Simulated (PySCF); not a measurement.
Compound: C2H8AlAsS.
Cartesian coordinates in Å at the PBE0-D3(BJ)/def2-SVP level; atoms count from 1:
```
atom  x, y, z in Å
C1    -2.805   -0.030    0.158
S2    -2.218   -0.292   -1.554
Al3   -0.060   -0.483   -1.306
As4    0.844   -0.438    0.950
C5     2.718    0.029    0.485
H6    -2.343   -0.734    0.863
H7    -3.891   -0.197    0.157
H8    -2.608    0.999    0.487
H9     0.785   -0.732   -2.628
H10    0.334    0.990    1.142
H11    3.251    0.284    1.411
H12    3.194   -0.860    0.047
H13    2.805    0.864   -0.222
```

Computed, not measured: PySCF 2.14.0, PBE0-D3(BJ)/def2-SVP geometry optimisation, gas phase.

Masses are those of the commonest isotopes; rigid-rotor values at the optimised geometry. The values belong to one conformer with, in the numbering `[CH3:1][S:2][AlH:3][AsH:4][CH3:5]`, C1–S2–Al3–As4 3°, S2–Al3–As4–C5 -160°.

Problem. What are A, B and C (GHz)?

Solution. Ia = 119.18, Ib = 556.70, Ic = 656.14 u·Å²; 505379 MHz·u·Å²/I gives 4241, 907.8 and 770.2 MHz, that is A = 4.2405, B = 0.9078, C = 0.7702 GHz.

Problem. What kind of rotor is it?

Solution. A near-prolate asymmetric top; Ray's κ = -0.921.

Problem. What does the inertial defect say?

Solution. Not planar: Δ = Ic − Ia − Ib = -19.73 u·Å². For a rigid frame Δ = −2 Σ m c², so Σ m c² = 9.87 u·Å² lies off the ab plane: 5.82 from hydrogen and 4.05 from heavier atoms. The atom farthest from that plane is 1.29 Å away.

Problem. Give the other two planar moments, Paa and Pbb, and the rms extents of the mass along the axes.

Solution. Paa = Σ m a² = (Ib + Ic − Ia)/2 = 546.83 and Pbb = Σ m b² = (Ia + Ic − Ib)/2 = 109.31 u·Å². With the mass M = 165.94 u, the rms extents √(P/M) along a, b and c are 1.82, 0.81, 0.24 Å.

Problem. Which types of transition are allowed, and where do some lines up to J = 4 fall?

Solution. The dipole components are |μa| = 1.28 D, |μb| = 0.67 D, |μc| = 0.65 D. The squared components, which scale the intensities, stand as 1.00 : 0.28 : 0.26 (a : b : c). Some of the stronger lines:

```csv
type,branch,"J(Ka,Kc)",MHz,lower level (cm⁻¹)
a,Q,"2(1,1) ← 2(1,2)",413,0.274
a,Q,"4(1,3) ← 4(1,4)",1375,0.650
a,R,"1(0,1) ← 0(0,0)",1678,0.000
b,R,"3(0,3) ← 2(1,2)",1818,0.274
c,Q,"3(1,3) ← 3(0,3)",3007,0.335
b,R,"4(0,4) ← 3(1,3)",3664,0.435
b,Q,"3(1,2) ← 3(0,3)",3832,0.335
b,Q,"4(1,3) ← 4(0,4)",4141,0.558
a,R,"3(1,3) ← 2(1,2)",4825,0.274
a,R,"4(1,4) ← 3(1,3)",6429,0.435
a,R,"4(0,4) ← 3(0,3)",6671,0.335
a,R,"4(2,3) ← 3(2,2)",6709,0.790
a,R,"4(3,1) ← 3(3,0)",6721,1.357
b,Q,"3(2,1) ← 3(1,2)",9815,0.463
c,Q,"2(2,1) ← 2(1,1)",9998,0.288
b,Q,"2(2,0) ← 2(1,1)",10002,0.288
b,Q,"3(2,2) ← 3(1,3)",10620,0.435
c,R,"3(2,1) ← 2(1,1)",15053,0.288
c,Q,"4(3,2) ← 4(2,2)",16959,1.016
b,Q,"3(3,0) ← 3(2,1)",16989,0.790
c,R,"4(2,3) ← 3(1,3)",17329,0.435
b,R,"3(3,0) ← 2(2,1)",22044,0.622
b,R,"4(3,2) ← 3(2,1)",23710,0.790
b,R,"4(4,1) ← 3(3,0)",30523,1.357
b,R,"4(4,0) ← 3(3,1)",30523,1.357
```

Not checked by PBE0-D3(BJ)/def2-SVP frequencies. No vibrational averaging or centrifugal distortion is included, and the geometry carries the error of its method. A rigid rotor knows nothing of internal rotation, which can split or shift real lines. Quadrupole hyperfine structure (27Al, 75As) is left out.
